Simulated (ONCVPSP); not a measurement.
lanthanum: one change to an ONCV potential, before and after

ONCVPSP 4.0.1 input, shortened (lines: element, Z, core and valence counts, functional; n l f; lmax; l rc ep ncon nbas qcut; lloc lpopt rc5 dvloc0; l nproj debl; icmod fcfact rcfact), PBE, scalar-relativistic:

```
  La 57.00    9    4        4      upf
    1    0    2.00
    2    0    2.00
    2    1    6.00
    3    0    2.00
    3    1    6.00
    3    2   10.00
    4    0    2.00
    4    1    6.00
    4    2   10.00
    5    0    2.00
    5    1    6.00
    5    2    1.50
    6    0    1.50
    3
    0    2.45    0.00    4    7    6.10
    1    2.10    0.00    4    9    3.60
    2    3.00    0.00    4    9    6.10
    3    3.30    0.03    4    8    3.50
    4    1    1.40    2.00
    0    2    0.50
    1    3    1.00
    2    2    1.60
    3    1    1.00
    3    2.50    1.75
```

In the f channel the program set the typed energies aside and used -0.129 Ha.

Change: core correction Teter function, fcfact 6.8, rcfact 1.75.

Cutoffs: the cutoffs (Ha) at which the residual kinetic energy of the hardest occupied pseudo-wave falls to 1 and 0.1 mHa per electron; they do not see the model core or the augmentation charge, which bear on the density cutoff. Errors are all-electron minus pseudo energies relative to the spin-unpolarised reference configuration.

Question: How do hardness, ghosts and transferability respond?

Answer: The potential gets neither clearly harder nor softer (13 Ha and 57 Ha → 13 Ha and 57 Ha); of the 4 tests that both files solve, the error grows in 4 and shrinks in 0 by more than 15 % and 0.3 meV (median size 2.7 → 5.1 meV); neither file shows a bound ghost. A model core, the more so a compact one, raises the density cutoff, which this test does not measure.

```csv
quantity,base,changed
"cutoff, loose",13 Ha,13 Ha
"cutoff, tight",57 Ha,57 Ha
bound ghosts,none,none
GHOST(+) flags under 300 eV,s at 89.5 eV,s at 89.5 eV
"error for 5s2 5p6 5d1 6s2, meV [ΔE -0.35 eV]",-1.7,-3.6
"error for 5s2 5p6 5d1 6s1, meV [ΔE 5.62 eV]",-2.2,-5.7
"error for 5s2 5p6 5d1 6s0, meV [ΔE 16.51 eV]",-17,-41
"error for 5s2 5p6 5d2 6s1, meV [ΔE 0.45 eV]",-3.2,-4.5
s: phases at 2.49 bohr within 0.05 rad from the reference energy up to (Ha; the scan ends near 5),3.0,3.0
p: phases at 2.13 bohr within 0.05 rad from the reference energy up to (Ha; the scan ends near 5),to the end of the scan,to the end of the scan
d: phases at 3.05 bohr within 0.05 rad from the reference energy up to (Ha; the scan ends near 5),4.0,4.0
f: phases at 3.36 bohr within 0.05 rad from the reference energy up to (Ha; the scan ends near 5),-0.0,-0.0
"rms error of d²Exc/dni dnj with the model core, mHa",2.05,4.81
```
